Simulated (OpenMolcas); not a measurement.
**4f5 along the 59-electron sequence**

| Quantity | Value |
| --- | --- |
| Program | OpenMolcas 26.06 |
| Method | SS-CASPT2, IPEA 0.25 Eh, imaginary shift 0.1 Eh |
| Basis | ANO-RCC-VTZP |
| Scalar Hamiltonian | DKH2, point nucleus |
| Spin-orbit coupling | RASSI with atomic mean-field integrals over the reference wave functions, term energies averaged over their components |

Active space for each ion: 5 electrons in 7 orbitals (4f); closed shells correlated by CASPT2: 5s 5p.

Computed levels in cm-1 above 6H* 5/2:

```
                                Level  Pm2+  Sm3+   Eu4+
                              6H* 7/2   891  1127   1431
                              6H* 9/2  1935  2450   3090
                             6H* 11/2  3090  3910   4900
                             6H* 13/2  4310  5460   6810
                             6H* 15/2  5570  7060   8760
                              6F* 1/2  5920  6920   8000
                              6F* 3/2  6110  7170   8300
                              6F* 5/2  6510  7700   8930
                              6F* 7/2  7250  8630  10110
weight of 6H* in the lowest level (%)    96    96     95
```

The fine-structure level 6H* 15/2 changes by a factor of 1.57 from Pm2+ to Eu4+. Its fourth root runs 8.64, 9.17, 9.67, with steps per unit of Z of 0.53, 0.51; equal steps would mean a (Z - σ)^4 law with constant σ.

6F* 1/2 changes by a factor of 1.35 over the same range, with steps per unit of Z of +1000, +1080 cm-1.

Term energies are means over components that CASPT2 splits; among the terms shown or strongly mixed into the levels shown the widest spread is 220 cm-1 (4f5 6H*, Pm2+). High states are left out of the spin-orbit mixing, which shifts the levels that they would mix with. Levels of configurations outside the active space are missing.

* marks odd parity.
